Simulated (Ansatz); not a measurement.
H7NSeSi2, SMILES `[SiH3]N[SiH2][SeH]`. Total charge 0; spin multiplicity 1. The structure was optimised at the PBE0-D4/def2-TZVP level. It is one conformer, not always the lowest.

```xyz
11

Si   -0.469    1.640    0.359
N    -0.815    0.041   -0.207
Si    0.057   -1.390    0.173
Se    2.287   -1.281   -0.309
H     0.319    2.446   -0.613
H    -1.740    2.364    0.626
H     0.312    1.495    1.613
H    -1.487   -0.048   -0.955
H    -0.593   -2.499   -0.568
H     0.074   -1.655    1.632
H     2.055   -1.114   -1.750
```

**Question.** What is the dipole moment at r2SCAN/def2-TZVPP? (An estimate is asked.)

**Answer.** Ansatz gave: 1.92 D, with components (-1.54, 0.20, -1.13) D in this frame, pointing from negative to positive charge.

**Question.** And with PBE, B3LYP, ωB97M-V? (Best estimate.)

**Answer.** Ansatz gave: PBE 1.81 D, B3LYP 1.86 D, ωB97M-V 1.92 D.

**Question.** Give the Mulliken charges with r2SCAN, B3LYP, PBE in def2-TZVPP. (Best estimate.)

**Answer.** Ansatz gave: 
```csv
atom,r2SCAN,B3LYP,PBE
Si1,0.37,0.34,0.26
N2,-0.41,-0.35,-0.28
Si3,0.40,0.36,0.27
Se4,-0.20,-0.18,-0.17
H5,-0.08,-0.07,-0.06
H6,-0.08,-0.07,-0.06
H7,-0.06,-0.06,-0.05
H8,0.14,0.12,0.13
H9,-0.07,-0.06,-0.05
H10,-0.07,-0.06,-0.05
H11,0.06,0.05,0.05
```

B3LYP here is the variant with VWN-RPA as its local correlation; programs differ in this.
